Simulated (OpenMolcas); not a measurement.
Mn2+: moving the ligands

Mn2+ with 4 ligands (fluoride) in tetrahedral coordination (Td) at 1.97 Å. A charge of +0.5 e stands 2.6 Å behind each ligand. Ligand basis ANO-RCC-VDZP.
```
Mn    0.0000    0.0000    0.0000
F     1.1374    1.1374    1.1374
F     1.1374   -1.1374   -1.1374
F    -1.1374    1.1374   -1.1374
F    -1.1374   -1.1374    1.1374
```

```
Program             : OpenMolcas 26.06
Method              : CASSCF
Basis               : ANO-RCC-VTZP [6s5p3d2f1g]
Scalar Hamiltonian  : DKH2, point nucleus
Active space        : 5 electrons in 5 orbitals (3d)
State averaging     : 2S+1 = 6 even, 1 root; 2S+1 = 4 even, 24 roots; 2S+1 = 2 even, 75 roots
Spin-orbit coupling : RASSI with atomic mean-field integrals over the reference wave functions
```

Runs around this geometry, states (labels of Td). Energies in cm-1 above the lowest state or level, χT in cm3 K/mol; 10Dq and B are least-squares fits to the states below 45000 cm-1, weighted by degeneracy, with a free offset, and given where the rms deviation is under 5 % of |10Dq| (or 100 cm-1) and under 700 cm-1; 10Dq is negative for this site.

```
R (Å)  Ground state   10Dq  B (rms of fit)  First gap with spin-orbit (degeneracies)  χT at 300 K  First state of another spin
 1.92           6A1  -4138      1091 (105)                              29023 (6, 2)        4.386                    4T1 29050
 1.97           6A1  -3741       1079 (97)                              29507 (6, 2)        4.386                    4T1 29533
 2.08           6A1  -2846       1091 (62)                              30329 (6, 2)        4.386                    4T1 30352
```

Taking |10Dq| as R^-n, n = -ln(2846 / 4138) / ln(2.08 / 1.92) = 4.7 between the shortest and longest distance. The point-charge formula for a cubic d site gives n = 5.

Without dynamic correlation the repulsion within the d shell is too large (B by tens of per cent), so at a given field states of lower spin stand too high. Ligand-to-metal charge-transfer states are missing. With no ligand orbital active B as a rule stays too high, so bands that hang on it stand too high and its fall with covalency is understated. With metal d orbitals alone and no dynamic correlation the field as a rule comes out too small, by tens of per cent, by up to half for chloride and softer ligands. No measured value stands beside these numbers; the geometry was imposed, not optimised, and the real ion may take another.
